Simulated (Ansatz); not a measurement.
Reaction (ligand exchange at the Si–F bond): `N[Si@H](Cl)[Si@@H](N)F` + HCl → `N[Si@@H](Cl)[Si@@H](N)Cl` + H–F

Computed with Ansatz on PBE0-D4/def2-TZVP structures; ΔE is electronic, products minus reactants. CBS: MP2 limit from def2 TZ/QZ plus the TZ coupled-cluster correction, frozen cores. This one scheme is used for every species. Functionals use def2-TZVPP. B3LYP here is the variant with VWN-RPA as its local correlation; programs differ in this. Each species was taken in one conformer, which may not be the lowest.

```csv
level,ΔE (kJ/mol),difference from CCSD(T)/CBS
PBE-D4,25.9,-4.8
r2SCAN-D4,33.9,3.2
PBE0-D4,25.3,-5.4
B3LYP-D4,34.9,4.2
ωB97X-V,36.0,5.3
B2PLYP,39.7,9.0
PBE,31.2,0.5
r2SCAN,35.2,4.5
PBE0,30.1,-0.6
B3LYP,43.7,13.0
MP2/def2-TZVPP,29.1,-1.6
CCSD/def2-TZVPP,38.8,8.1
HF/def2-QZVPP,50.6,19.9
MP2/def2-QZVPP,26.8,-3.9
SCS-MP2/def2-QZVPP,34.0,3.3
MP2/CBS(def2),24.0,-6.7
CCSD(T)/CBS,30.7,0
```

Largest T1 diagnostic among the species: 0.011.

The D4 term adds −8.8 kJ/mol with B3LYP and −4.8 kJ/mol with PBE0; it sums over pairs of atoms, weighted by their polarisabilities, and B3LYP, whose exchange is more repulsive, gets the larger term. In def2-TZVPP, CCSD(T) changes the Hartree–Fock value by −13.1 kJ/mol (the triples alone add −3.0 kJ/mol) and MP2 by −19.8 kJ/mol.
